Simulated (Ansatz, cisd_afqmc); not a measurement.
Species: AsH$_{3}$, charge 0, singlet. AsH3 (arsane, SMILES [AsH3]).
B3LYP-D3(BJ)/def2-TZVP minimum from Ansatz (a quantum-chemistry and plane-wave program):
```
As
H 1 1.5252
H 1 1.5252 2 92.02
H 1 1.5252 2 92.02 3 -92.09
```

Total energies in cc-pVDZ, 8 correlated electrons, 14 frozen orbitals. UHF or UKS for unpaired electrons; spin-orbit terms are left out. Correlated methods leave the cores frozen (noble-gas shells, and filled d and f shells in the p block). No relativity. The Monte Carlo rows (phaseless AFQMC, CISD trial, step 0.005/hartree) carry one-sigma bars that omit the constraint's bias. Outlying blocks are dropped, and bars are widened where a walk drifts. Over all cases where full CI ran beside it in this data, AFQMC minus full CI had a median of +0.1 mEh and passed +0.4 mEh in a tenth of the cases.

| method | program | energy (Eh) | minus CCSDTQ (mEh) |
|---|---|---|---|
| HF | Ansatz | -2235.89853 | 156.21 |
| MP2 | Ansatz | -2236.02283 | 31.91 |
| CCSD | Ansatz | -2236.05074 | 4.00 |
| CCSD(T) | Ansatz | -2236.05402 | 0.72 |
| CCSDT(Q) | Ansatz | -2236.05472 | 0.02 |
| CCSDTQ | Ansatz | -2236.05474 | 0.00 |
| AFQMC/CISD | cisd_afqmc | -2236.0550 ± 0.0002 | -0.3 ± 0.2 |

Rough core times of Ansatz's runs on a shared machine: CCSD(T) under 20 s, CCSDT(Q) under 20 s, CCSDTQ 50 s.
